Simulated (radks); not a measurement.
Values are calculated unless marked as measured or tabulated.
Ionisation of Ga, [Ar] 3d10 4s2 4p1, to Ga+, [Ar] 3d10 4s2, under several functionals. Scalar-relativistic Kohn-Sham, spin-unpolarised, spherical densities, finite nucleus; a radial shooting solver on a logarithmic mesh with Libxc functionals.

| functional | E(Ga) (hartree) | Exc (hartree) | IE (eV) | -e(HOMO) (eV) | <r> HOMO (bohr) | IE error (eV) |
|---|---|---|---|---|---|---|
| HCTH/407 | -1945.21422 | -76.88802 | 5.791 | 2.718 | 3.534 | -0.208 |
| B86b exchange with PBE correlation | -1944.30455 | -75.85202 | 5.708 | 2.593 | 3.411 | -0.292 |
| PBE | -1943.92721 | -75.46756 | 5.688 | 2.579 | 3.426 | -0.311 |
| BP86 | -1944.49515 | -76.04373 | 5.829 | 2.717 | 3.382 | -0.170 |
| exchange-only r2SCAN | -1942.75604 | -74.25200 | 4.791 | 1.853 | 3.474 | -1.209 |
| exchange-only B88 | -1942.83634 | -74.34594 | 5.066 | 2.015 | 3.584 | -0.934 |
| LDA (Slater exchange, VWN5 correlation) | -1941.12412 | -72.61819 | 5.882 | 2.732 | 3.375 | -0.117 |
| BLYP | -1944.31610 | -75.85577 | 5.669 | 2.514 | 3.446 | -0.331 |
| XLYP | -1944.61378 | -76.15805 | 5.707 | 2.546 | 3.466 | -0.293 |

NIST Atomic Spectra Database: 5.999 eV (measured). Closest: LDA (Slater exchange, VWN5 correlation). The Delta-SCF values span 1.09 eV, the total energies 4.09 hartree. The highest occupied level is 4p. Spin polarisation and multiplet splitting are left out, so open shells lie too high by an amount that depends on their filling.

Beside tabulated values, note that spin-unpolarised runs miss the spin-polarisation part of the exchange energy of open shells.
